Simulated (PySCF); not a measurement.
Several structures and their simulated spectra, in scrambled order.

A. SMILES CN(C)C1=CC1
B. `InChI=1S/C6H8ClFO2/c1-5(10-2)3-6(5,8)4(7)9/h3H2,1-2H3/t5-,6+/m0/s1`
C. SMILES C(=C)C/C=N/C

Spectrum 1. ¹H NMR (400 MHz, computed): δ 7.54 (t, 1H), 5.98 (m, 1H), 5.52 (m, 1H), 5.41 (m, 1H), 3.60 (s, 3H), 3.07 (m, 2H). ¹³C{¹H} NMR (computed): δ 165.7 (CH), 143.6 (CH), 124.7 (CH2), 50.9 (CH3), 49.4 (CH2).

Spectrum 2. ¹H NMR (400 MHz, computed): δ 3.36 (s, 3H), 2.11 (m, 1H), 1.69 (s, 3H), 1.59 (m, 1H). ¹³C{¹H} NMR (computed): δ 178.8 (C), 86.4 (C), 78.2 (C), 58.4 (CH3), 36.9 (CH2), 17.4 (CH3).

Spectrum 3. ¹H NMR (400 MHz, computed): δ 4.99 (t, 1H), 2.94 (s, 6H), 1.49 (m, 2H). ¹³C{¹H} NMR (computed): δ 132.6 (C), 65.8 (CH), 42.4 (CH3), 12.9 (CH2).

Theoretical values (PySCF 2.14): coordinates at the GFN2-xTB level, shielding tensors at PBE0/pcSseg-1 (GIAO). Non-relativistic, one computed conformer, no solvent, rapidly exchanging positions averaged.

Chemical shifts δ = σref − σ; ¹H (σref 31.72), ¹³C (σref 186.93) against TMS, all at this level. Splittings of carbon signals by F and P are missing where no couplings were computed. Where no couplings were computed, multiplicities follow the n + 1 count of equivalent neighbours, and m marks all less simple cases (inequivalent or close neighbours, rings, F or P nearby). Shifts are as computed. Against solution values, carbons near 30 ppm lie about +3 ppm off and those near 130 ppm about +5 ppm; carbons on Cl a further +6 ppm. Of 1211 compounds with measured shifts, 218 miss one by over three times the rms of a fit or turn the order of signals round; such compounds aren't used in these exercises. Carbons bonded to Cl come out too deshielded.

Q: Match each spectrum to its structure.

A: 1–C, 2–B, 3–A.

- Spectrum 1 (C): 5 ¹³C signals; δC 143.6 is an alkene CH; δC 124.7 is a terminal =CH2 carbon.
- Spectrum 2 (B): 6 ¹³C signals; δC 86.4 is a three-membered-ring carbon; δC 78.2 is a three-membered-ring carbon.
- Spectrum 3 (A): 4 ¹³C signals; δC 132.6 is an alkene carbon bearing nitrogen; δC 65.8 is a β carbon of an enol-ether or enamine type C=C.
